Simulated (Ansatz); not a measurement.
(1) Predict a relaxed structure of SrO₂ (the lowest singlet isomer of a short search), charge 0, singlet, at PBE-D4/def2-TZVP (Ansatz).

Answers

(1) 
```xyz
3

Sr   -0.588   -0.468    1.077
O     0.379    0.907   -0.199
O     0.210   -0.439   -0.877
```
Point group C2v (tolerance 0.1 Å). This is one stationary point.

In the def2 sets Sr takes a core potential; there is no spin–orbit coupling. The structure holds 1 bond(s) between oxygen atoms. The structure comes from a short search, and lower isomers may exist.
